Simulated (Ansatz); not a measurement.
Species: trichloro(propan-2-yl)germane, C3H7Cl3Ge (charge 0, singlet). 
Structure (B3LYP-D3(BJ)/def2-TZVP (Ansatz, a quantum-chemistry and plane-wave program) minimum search):
```
C
H 1 1.0934
C 1 1.5272 2 109.94
H 3 1.0902 1 112.08 2 -55.83
H 3 1.0915 4 108.23 1 122.95
H 3 1.0928 4 107.96 5 116.28
C 1 1.5272 2 109.94 3 125.09
H 7 1.0902 1 112.08 2 55.83
H 7 1.0915 8 108.23 1 -122.95
H 7 1.0928 8 107.96 9 -116.28
Ge 1 1.9668 2 103.41 3 -117.46
Cl 11 2.1593 1 111.73 2 -60.18
Cl 11 2.1593 1 111.73 2 60.18
Cl 11 2.1611 1 110.94 2 -180.00
```

Computed values are from Ansatz. Valence correlation only, unless marked. UHF or UKS for open shells. Spin-orbit coupling is left out. The frozen core is the preceding noble-gas configuration, with the filled d and f shells of earlier blocks. No relativistic terms. Basis-set limits of correlation are two-point, X^-3; Hartree-Fock from the larger set. [CCSD(T)-MP2]/basis is that difference in the basis named.

Task: What is the T1 diagnostic at CCSD/def2-TZVPPD?

Result: 0.009.

Task: What is the atomisation energy De at RI-MP2/CBS(def2-TZVPPD,def2-QZVPPD)+[CCSD(T)-MP2]/def2-TZVPPD?

Result: 5113.9 kJ/mol.

Task: What is the dipole moment at CCSD(T)/def2-SVPD?

Result: 3.10 D.

Task: What is the total energy at RI-MP2/CBS(def2-TZVPPD,def2-QZVPPD)+[CCSD(T)-MP2]/def2-TZVPPD?

Result: -3573.3804 Eh.
